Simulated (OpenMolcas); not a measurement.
Re6+ among 4 point charges of -2.5 e arranged as a square (D4h).

| Quantity | Value |
| --- | --- |
| Program | OpenMolcas |
| Method | SS-CASPT2, IPEA 0.25 Eh, imaginary shift 0.1 Eh (closed shells correlated: 5s 5p) |
| Basis | ANO-RCC-VDZP [7s6p4d2f1g] |
| Scalar Hamiltonian | DKH2, point nucleus |
| Active space | 1 electron in 5 orbitals (5d) |
| State averaging | 2S+1 = 2 even, 5 roots |
| Spin-orbit coupling | state interaction with AMFI integrals over the reference wave functions |

All point charges move together. At R = 2.01 Å the first state of the same spin is 7130 cm-1, and at R = 2.15 Å it is 5510 cm-1.

Question: A third run gives 4680 cm-1. What distance was it run at?

Answer: With a power law R^-n the two known points give n = -ln(5510 / 7130) / ln(2.15 / 2.01) = 3.83. Then R = 2.01 × (7130 / 4680)^(1/3.83) = 2.244 Å. The run was at 2.26 Å, so the estimate is off by -0.016 Å.

Free-ion shares, where given, are those of the reference states; single-state CASPT2 does not remix them. Spin-orbit coupling mixes the spin-free states strongly: the lowest level takes only 70 % from its leading state, 2A1 (figures for R = 2.01; the like holds for R = 2.15, R = 2.26). Point charges carry no covalency, so the field is a model and not that of real ligands. No measured value stands beside these numbers.
